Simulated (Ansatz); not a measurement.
Which isomer of CH4AlFS gives these data?

These gas-phase data were calculated for one isomer of CH4AlFS at PBE0-D3(BJ)/def2-SVP (harmonic, unscaled wavenumbers; equilibrium rotational constants with average atomic masses):

- rotational constants: 7.613, 2.97, 2.166 GHz
- all wavenumbers above 1500 cm⁻¹: 3201, 3195, 3078, 2007
- dipole moment: 0.70 D (PBE0/def2-TZVPD)

Candidates:

(1) `[CH3][Al]([F])[SH]`, a singlet
(2) `C[S][AlH][F]`, a singlet

Task: Which candidate do the data belong to?

Result: Candidate (2). No mode falls between 2500 and 2800 cm⁻¹, where the S–H stretch of (1) would stand.

The same quantities for all candidates:

```
     rotational constants (GHz)  wavenumbers above 1500 cm⁻¹  dipole (D)  E above the lowest, PBE0-D3(BJ)/def2-SVP (kcal/mol)
(1)         5.696, 2.961, 1.972       3169, 3154, 3054, 2715        1.31                                                  0.0
(2)          7.613, 2.97, 2.166       3201, 3195, 3078, 2007        0.70                                                 16.9
```

Each candidate is one conformer. Programs: Ansatz 0.2.0.
